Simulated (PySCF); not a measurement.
**Interval between two levels of Tc⁺ by level of theory**

Tc⁺ [Kr] 4d5 5s1 [7S3, M_J = 3] → Tc⁺ [Kr] 4d5 5p1 [7P4, M_J = 4], as a difference of total energies. Calculation: PySCF 2.14, in x2c-TZVPall-2c with one added diffuse shell each of s, p, d type (9s10p8d1f, 86 functions); the two-component X2C-1e Hamiltonian. Correlated levels: [Ar] 3d10 frozen; the 6 highest virtual spinors dropped. "Screened" scales the spin-orbit matrix elements by Boettger's factors to mimic the two-electron term; Breit and QED terms are absent.

| method | interval between two levels (cm⁻¹) |
| --- | --- |
| GHF (spin-free) | 36525 |
| GMP2 (spin-free) | 39228 |
| GHF (screened spin-orbit) | 37068 |
| GMP2 (screened spin-orbit) | 39831 |

The labels give the starting determinants; with spin-orbit coupling the two ends relaxed to ⟨J²⟩ = 12.00, ⟨L²⟩ = 0.02, ⟨S²⟩ = 11.99 and ⟨J²⟩ = 20.01, ⟨L²⟩ = 2.03, ⟨S²⟩ = 11.98.
